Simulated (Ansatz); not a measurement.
Ansatz (a program for electronic structure) input (BLYP/def2-TZVPD):

Ansatz 0.2 input:
```yaml
crystal:
  periodic: [false, false, false]
  atoms:
    - {symbol: Sn, position_ang: [-0.00583426, 0.00539243, 0.72574057]}
    - {symbol: Br, position_ang: [1.12083403, 1.80478161, -0.52284777]}
    - {symbol: Br, position_ang: [-1.11249936, -1.81248508, -0.51392447]}
basis:
  gaussian:
    orbitals: def2-TZVPD
hamiltonian:
  xc: {name: BLYP}
total_charge: 1
magnetization: {spin_polarized: true, initial_magnetization: 1}
output: {forces: true}
```

End of the output:

```
mean field evaluation 1: about -145914.2735 eV, gradient 2.5e1 eV
mean field evaluation 2: about -145881.5679 eV, gradient 7.5e1 eV
mean field evaluation 4: about -145918.1765 eV, gradient 7.4e0 eV
mean field evaluation 8: about -145918.5151 eV, gradient 9.3e-2 eV
mean field evaluation 16: about -145918.5151 eV, gradient 3.8e-5 eV
mean field evaluation 32: about -145917.4033 eV, gradient 1.9e-5 eV
mean field evaluation 64: about -145917.0138 eV, gradient 2.7e-1 eV
mean field -145918.51511118 eV, -5362.4065232140 hartree, gradient 3.7e-5 eV, S^2 0.752088; 9 other end points of the search recorded, 0 dependent functions left out
the calculation of the forces begins
reference -145918.51543589 eV, -5362.4065351467 hartree; 46, 45 occupied and 124, 125 virtual orbitals, 1244 factors
Total energy: -145918.51543589 eV, -5362.4065351467 hartree
Atom 0 at    -0.005834     0.005392     0.725741 Å, force    -0.003425     0.003166     0.426031 eV/Å
Atom 1 at     1.120834     1.804782    -0.522848 Å, force     0.208028     0.332581    -0.213840 eV/Å
Atom 2 at    -1.112499    -1.812485    -0.513924 Å, force    -0.204603    -0.335746    -0.212191 eV/Å
Dipole moment:    -0.003191     0.002949     0.396882 e Å
```
